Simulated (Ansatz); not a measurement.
Program: Ansatz. Geometries: PBE0-D4/def2-TZVP. ΔE: electronic, gas phase. CBS: MP2 limit from def2 TZ/QZ plus the TZ coupled-cluster correction, frozen cores. This one scheme is used for every species. Functionals use def2-TZVPP. HSE06 is defined as in plane-wave codes. def2 core potentials past Kr. For In outer-core shells are correlated without core-valence functions, which leaves a few kJ/mol of doubt a bond. Each species was taken in one conformer, which may not be the lowest.

`O=[CH][InH][SiH2]O` + H₂O → `O[SiH2]O` + `O=[CH][InH2]`  (formal hydrolysis of the Si–In bond)

`O=[CH][InH][SiH2]O`:

```xyz
10

O     0.255   -2.138    0.086
C     1.224   -1.596   -0.401
In    1.174    0.659   -0.580
Si   -1.155    1.189    0.393
O    -1.764   -0.256    0.885
H     2.067   -2.257   -0.724
H     2.538    1.472   -1.252
H    -1.086    2.137    1.541
H    -2.038    1.821   -0.630
H    -1.216   -1.030    0.681
```

H₂O:

Z-matrix (Å, degrees):
```
O
H 1 0.960
H 1 0.960 2 105.1
```

`O[SiH2]O`:

```xyz
7

O     0.494    1.321   -0.336
Si   -0.341   -0.089   -0.251
O     0.243   -1.129    0.878
H     0.460    1.907    0.422
H    -1.744    0.136    0.168
H    -0.230   -0.652   -1.616
H     1.118   -1.495    0.736
```

`O=[CH][InH2]`:

Z-matrix (Å, degrees):
```
C
In 1 2.215
O 1 1.205 2 115.5
H 1 1.118 2 125.6 3 -180.0
H 2 1.724 1 118.8 3 -86.3
H 2 1.724 1 118.8 3 86.2
```

| level | ΔE (kJ/mol) | difference from CCSD(T)/CBS |
| --- | --- | --- |
| r2SCAN-D4 | -82.3 | -7.5 |
| r2SCANh-D4 | -82.2 | -7.4 |
| HSE06-D4 | -68.9 | 5.9 |
| BHLYP-D4 | -85.2 | -10.4 |
| ωB97M-V | -83.1 | -8.3 |
| B2PLYP | -86.7 | -11.9 |
| revPBE | -71.9 | 2.9 |
| BLYP | -84.1 | -9.3 |
| r2SCAN0 | -84.2 | -9.4 |
| HSE06 | -73.5 | 1.3 |
| RPA@PBE/def2-TZVPP | -79.7 | -4.9 |
| HF/def2-SVP | -94.3 | -19.5 |
| CCSD(T)/def2-SVP | -73.4 | 1.4 |
| SCS-MP2/def2-QZVPP | -85.6 | -10.8 |
| HF/CBS(def2) | -114.1 | -39.3 |
| CCSD/CBS(def2) | -79.1 | -4.3 |
| CCSD(T)/CBS | -74.8 | 0 |

Largest T1 diagnostic among the species: 0.017.

The D4 term adds +8.1 kJ/mol with B3LYP and +4.7 kJ/mol with PBE0; it sums over pairs of atoms, weighted by their polarisabilities, and B3LYP, whose exchange is more repulsive, gets the larger term. Leaving LDA and LC-ωPBE aside and taking each functional with its dispersion term where it has one, the values, not all of them listed here, spread over 28.5 kJ/mol, from B97M-V to PBE-D4.

CCSD(T)/CBS has its own doubt, a few kJ/mol and more with outer-core shells, so smaller differences from it don't rank the levels.

B3LYP here is the variant with VWN-RPA as its local correlation; programs differ in this.
